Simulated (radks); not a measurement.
The numbers below are computed, except where a source is named.
Task: These are the eigenvalues of the occupied orbitals of an atom or ion with whole-number occupations (Ry). Level of theory: Dirac Kohn-Sham, PBE, spin-unpolarised, spherical densities, finite nucleus; Fermi nuclear charge, rms radius of each element as measured or else 0.836 A^(1/3) + 0.57 fm (a radial shooting solver on a logarithmic mesh with Libxc functionals).

| orbital | eigenvalue |
|---|---|
| 1s1/2 | -4640.968 |
| 2s1/2 | -789.5466 |
| 2p1/2 | -753.7083 |
| 2p3/2 | -671.5751 |
| 3s1/2 | -178.9219 |
| 3p1/2 | -163.0413 |
| 3p3/2 | -145.5228 |
| 3d3/2 | -118.5270 |
| 3d5/2 | -114.7022 |
| 4s1/2 | -35.61601 |
| 4p1/2 | -29.14492 |
| 4p3/2 | -25.15947 |
| 4d3/2 | -14.51230 |
| 4d5/2 | -13.78467 |
| 5s1/2 | -4.47606 |
| 5p1/2 | -2.68918 |
| 5p3/2 | -2.18387 |
| 4f5/2 | -0.76784 |
| 4f7/2 | -0.65595 |
| 6s1/2 | -0.34245 |
| 5d3/2 | -0.14327 |
| 5d5/2 | -0.11996 |

Which element is it, and in what charge state? The configuration may be excited. Open shells, if any, are shared by 2j + 1.

Result: Z = 71, lutetium, charge 0: Lu in [Xe] 4f14 5d1 6s2. The list shows which subshells hold electrons but not how many an open one holds; the 1s level, -2320.5 hartree, gives Z - s = 68.1 by -(Z - s)^2/2, which with screening and relativity narrows Z to a few neighbours, and the depths of the outer levels then fix element, charge and occupations together.
